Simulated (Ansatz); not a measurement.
C₂H₃BF₂, SMILES `C=CB(F)F`, relaxed with RKS PBE-D4/def2-SVP in the Gaussian-basis code of Ansatz from a rough embedded geometry. The force threshold is 0.03 eV/Å; the program also tests the step.

The species carries charge 0 and has multiplicity 1.

Start:

```xyz
8

C    -0.101    0.233   -1.255
C    -0.389    0.429    0.039
B     0.299   -0.412    1.162
F     0.119   -0.189    2.530
F     1.267   -1.467    0.812
H    -0.686    0.803   -2.011
H     0.547   -0.567   -1.610
H    -1.054    1.170    0.334
```

**Question.** How much energy does the relaxation release, and in how many steps? (Estimate.)

**Answer.** Ansatz gave: 0.53 eV, in 8 steps.

**Question.** Which bonds change most? (Estimate.)

**Answer.** The calculation gave: B3–F5 from 1.474 to 1.336 Å; C2–H8 from 1.039 to 1.104 Å; B3–F4 from 1.399 to 1.334 Å; C1–H7 from 1.089 to 1.104 Å.

**Question.** Give the relaxed structure. (Estimate.)

**Answer.** Computed: 
```xyz
8

C    -0.146    0.208   -1.252
C    -0.371    0.412    0.064
B     0.345   -0.431    1.155
F     0.126   -0.227    2.456
F     1.214   -1.395    0.839
H    -0.649    0.798   -2.036
H     0.561   -0.567   -1.596
H    -1.081    1.201    0.370
```
